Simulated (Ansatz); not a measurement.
Born–Oppenheimer molecular dynamics of C3H2Na (6 atoms, charge 1, multiplicity 1). It starts from a relaxed structure.

All numbers below come from RKS PBE0/cc-pVDZ in Ansatz.

| Quantity | Value |
| --- | --- |
| ensemble | NVT, Langevin thermostat |
| time step | 0.5 fs |
| steps asked | 150 |
| set temperature | 700 K |
| friction | 0.02 /fs |
| seed | 771263 |

First frame:

```xyz
6
Properties=species:S:1:pos:R:3
C 0.232 1.218 0.398
C -0.007 -0.031 -0.010
C -0.233 -1.220 -0.399
Na -0.658 -3.461 -1.132
H 0.801 1.415 1.315
H -0.136 2.079 -0.173
```

Question: How far do the bonds stretch over the last three quarters of this one trajectory? (Pairs bonded in most of those frames.)

Answer: 
```csv
bond,mean (Å),spread (Å),shortest,longest
C1–C2,1.332,0.020,1.28,1.37
C1–H5,1.096,0.013,1.06,1.12
C1–H6,1.101,0.010,1.08,1.12
C2–C3,1.276,0.016,1.24,1.31
C3–Na4,2.404,0.026,2.31,2.43
```

Mean temperature of the second half: 496 K. The mean temperature of the second half is 29 % below the set value. A run of 0.075 ps of so small a system gives no equilibrium averages. Limits of this set-up: the dipole of an ion depends on the origin.

Run time: 4.3 min on 1 thread of Arm Neoverse V1, on a shared host, peak memory 0.11 GiB.
